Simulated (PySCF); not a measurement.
**Worked example: dipole moment from atomic charges**

BrHMgSe, SMILES [SeH][Mg][Br]. Atoms are numbered in the order given.

```xyz
4

Mg    -0.0031     0.0325     0.0000
Br     0.0007     2.3691     0.0000
Se    -0.0417    -2.3799     0.0000
H      1.4330    -2.3926     0.0000
```
Charge 0, spin multiplicity 1.

The structure is a stationary point at B3LYP-D3(BJ)/def2-TZVP. One conformer was computed; it need not be the lowest.

Charges (e) from PBE/def2-TZVPD run with PySCF:

```csv
atom,ESP fit,IAO
Mg1,0.636,1.440
Br2,-0.361,-0.768
Se3,-0.364,-0.735
H4,0.088,0.063
```

The dipole moment of the full density is 0.85 D.

### Question
What dipole moment does each set of point charges give, and which comes closer to that of the density?

### Answer

μ = Σ q r, and 1 e Å = 4.8032 D.
ESP fit: Σ q r = (0.139, -0.179, 0.000) e Å, |μ| = 1.09 D.
IAO: Σ q r = (0.116, -0.174, 0.000) e Å, |μ| = 1.00 D.
IAO comes closer in size. Point charges leave out the atoms' own dipoles (lone pairs, polarised bonds); fits to the potential absorb them, partitions of the density don't.
